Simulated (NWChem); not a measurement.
System meant: TaNHCl2F; SMILES [NH]=[Ta]([F])([Cl])[Cl]

Here is an NWChem input.

```
start job
memory heap 200 mb stack 900 mb global 1100 mb
geometry units angstroms noautoz
  Ta     0.183095     0.049060     0.000000
  N      1.279659    -1.310681     0.000000
  H      1.932053    -2.086472     0.000000
  F      1.234284     1.602511     0.000000
  Cl    -1.092484    -0.111029     1.915683
  Cl    -1.092484    -0.111029    -1.915683
end
basis spherical
  Ta library def2-svp
  N library def2-svp
  H library def2-svp
  F library def2-svp
  Cl library def2-svp
end
ecp
  Ta library def2-ecp
end
dft
  odft
  mult 2
  xc pbe0
  iterations 150
  mulliken
end
task dft energy
```

End of the output:

```
 Summary of "ao basis" -> "" (spherical)
 ------------------------------------------------------------------------------
       Tag                 Description            Shells   Functions and Types
 ---------------- ------------------------------  ------  ---------------------
 Ta                         def2-svp                12       32   6s3p2d1f
 N                          def2-svp                 6       14   3s2p1d
 H                          def2-svp                 3        5   2s1p
 F                          def2-svp                 6       14   3s2p1d
 Cl                         def2-svp                 8       18   4s3p1d

                                 NWChem DFT Module
                                 -----------------

 Summary of "ao basis" -> "ao basis" (spherical)
 ------------------------------------------------------------------------------
       Tag                 Description            Shells   Functions and Types
 ---------------- ------------------------------  ------  ---------------------
 Ta                         def2-svp                12       32   6s3p2d1f
 N                          def2-svp                 6       14   3s2p1d
 H                          def2-svp                 3        5   2s1p
 F                          def2-svp                 6       14   3s2p1d
 Cl                         def2-svp                 8       18   4s3p1d

      Symmetry analysis of basis
      --------------------------

        a'         64
        a"         37

  number of electrons :                   64
  multiplicity        :                    2
 ------------------------------------------------------------------------
  no. of electrons and multiplicity not compatible                  64
 ------------------------------------------------------------------------
 ------------------------------------------------------------------------
  current input line :
    28: task dft energy
 ------------------------------------------------------------------------
 ------------------------------------------------------------------------
 There is an error in the input file
 ------------------------------------------------------------------------
 For more information see the NWChem manual at https://nwchemgit.github.io

0: no. of electrons and multiplicity not compatible:Received an Error in Communication
```

Q: Can this run be used? If not, why, and what is the fix?

A: The input was rejected before any calculation. Cause: the multiplicity doesn't fit the number of electrons (an even count wants an odd multiplicity, and the reverse). This input runs:
```
start job
memory heap 200 mb stack 900 mb global 1100 mb
geometry units angstroms noautoz
  Ta     0.183095     0.049060     0.000000
  N      1.279659    -1.310681     0.000000
  H      1.932053    -2.086472     0.000000
  F      1.234284     1.602511     0.000000
  Cl    -1.092484    -0.111029     1.915683
  Cl    -1.092484    -0.111029    -1.915683
end
basis spherical
  Ta library def2-svp
  N library def2-svp
  H library def2-svp
  F library def2-svp
  Cl library def2-svp
end
ecp
  Ta library def2-ecp
end
dft
  xc pbe0
  iterations 150
  mulliken
end
task dft energy
```
It converges to -1131.97422 Ha (PBE0/def2-SVP with def2 effective core potentials on Ta).
